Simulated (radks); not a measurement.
Initial-state core-level shifts of the sulfur ion S+ when its valence configuration changes from [Ne] 3s2 3p3. All-electron calculation, non-relativistic Kohn-Sham, PBE, spin-unpolarised, spherical densities, point nucleus. Program: a radial shooting solver on a logarithmic mesh with Libxc functionals. Shifts are changes of the shell-averaged eigenvalues in eV (positive: less bound); the change of the density at the nucleus, which sets a Mossbauer isomer shift, is in e/bohr^3, on a base of 2676.

| valence | 1s | 2s | 2p | density at nucleus |
|---|---|---|---|---|
| 3p5 | -2.685 | -2.665 | -2.632 | -19.0067 |
| 3s1.5 3p3.5 | -0.696 | -0.688 | -0.680 | -4.6418 |
| 3s1 3p4 | -1.375 | -1.360 | -1.345 | -9.3589 |
| 3s0.5 3p4.5 | -2.038 | -2.019 | -1.995 | -14.1482 |
